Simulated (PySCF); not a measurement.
## Correlation energy of Cr (chromium, neutral)

[Ar] 3d5 4s1, high-spin 7S determinant. All numbers are calculated (PySCF 2.14, scalar relativity by spin-free X2C-1e, in aug-cc-pVDZ-DK). Frozen: [Ar]; 6 electrons correlated.

```csv
level,correlation energy (mhartree)
CCSD,-90.48
(T),-2.07
CCSD(T),-92.55
```

Diagnostics: T1 = 0.021, D1 = 0.0339, largest double amplitude 0.032.

Problem. Is a single reference adequate?

Solution. Yes: T1 lies below 0.03 and no double amplitude reaches 0.07.
